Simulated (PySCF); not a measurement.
`C=Cc1ppc(C=C)[p-]1`: 4 charge schemes on one density

C6H6P3 (charge -1).
Numbering: `[CH2:1]=[CH:2][c:3]1[p:4][p:5][c:6]([CH:7]=[CH2:8])[p-:9]1` (hydrogens: H10, H11 on C1; H12 on C2; H13 on C7; H14, H15 on C8)

Cartesian coordinates in Å at the GFN2-xTB level; atoms count from 1:
```xyz
15
C6H6P3 angstrom
C     -3.1748    0.8235    0.0317
C     -2.6736   -0.4091    0.1064
C     -1.2736   -0.7553    0.0907
P     -0.8801   -2.4653    0.2027
P      1.1912   -2.3358    0.1331
C      1.3607   -0.5907    0.0018
C      2.7044   -0.0725   -0.0747
C      3.0418    1.2127   -0.1788
P     -0.0307    0.4718   -0.0344
H     -4.2373    1.0130    0.0490
H     -2.5252    1.6808   -0.0494
H     -3.3507   -1.2545    0.1874
H      3.4861   -0.8259   -0.0418
H      4.0712    1.5333   -0.2319
H      2.2862    1.9819   -0.2137
```

Density: PBE0/pcSseg-1 (PySCF); schemes: Mulliken, IAO, Hirshfeld and ESP-fitted. One conformer (not necessarily the lowest) at the GFN2-xTB geometry, without solvent, vibrations or thermal averaging. The pcSseg-1 basis has no diffuse functions, a weakness for an anion.

Atoms with like bonding are taken together and averaged. Which atoms carry the lowest charge in the Mulliken, IAO, Hirshfeld and ESP-fitted schemes?

The schemes don't all agree: Mulliken C3/C6 (-0.681); IAO C3/C6 (-0.461); Hirshfeld C1/C8 (-0.160); ESP-fitted C1/C8 (-0.393).

At which atom do the 4 schemes differ most?

At C3/C6: from -0.681 (Mulliken) to +0.203 e (ESP-fitted), 0.884 e apart.

Give the atomic charges in each scheme.

In e; atoms taken as equivalent share a row and are averaged (×n: the atom named and its like, n in all):

| atom | environment | Mulliken | IAO | Hirshfeld | ESP-fitted |
| --- | --- | --- | --- | --- | --- |
| C1/C8 | terminal =CH2 carbon | -0.202 | -0.380 | -0.160 | -0.393 |
| C2/C7 | alkene CH carbon | -0.084 | -0.113 | -0.072 | -0.211 |
| C3/C6 | substituted aromatic carbon | -0.681 | -0.461 | -0.155 | +0.203 |
| P4/P5 | phosphorus bonded to C and P | +0.020 | -0.035 | -0.153 | -0.321 |
| P9 | phosphorus bonded to 2 C | +0.383 | +0.200 | -0.030 | -0.317 |
| H10/H14 | vinylic hydrogen | +0.076 | +0.123 | +0.017 | +0.130 |
| H11/H15 | vinylic hydrogen | +0.109 | +0.137 | +0.015 | +0.132 |
| H12/H13 | vinylic hydrogen | +0.071 | +0.129 | +0.022 | +0.120 |

Mean size of the charges over all atoms: ESP-fitted 0.222 e, IAO 0.197 e, Mulliken 0.191 e, Hirshfeld 0.081 e. Each set sums to the total charge, -1, to within 0.001 e. The ESP scheme fits charges at the nuclei, held to the total charge, to the electrostatic potential on points at 1.4 to 2.0 times the van der Waals radii.

How closely do the schemes follow one another over all atoms?

Correlation coefficient and root-mean-square difference: Mulliken with IAO 0.90, 0.120 e; IAO with Hirshfeld 0.85, 0.172 e; Mulliken with Hirshfeld 0.65, 0.234 e; Hirshfeld with ESP-fitted 0.54, 0.202 e; IAO with ESP-fitted 0.19, 0.298 e; Mulliken with ESP-fitted -0.22, 0.400 e.

How many electrons does the Mulliken scheme count on P4?

Its own charge is +0.020 e, so Z − q = 14.980.

Sum the charges by element.

```tsv
element	atoms	Mulliken	IAO	Hirshfeld	ESP-fitted
C	6	-1.934	-1.908	-0.773	-0.804
P	3	+0.422	+0.131	-0.336	-0.960
H	6	+0.512	+0.778	+0.109	+0.763
```
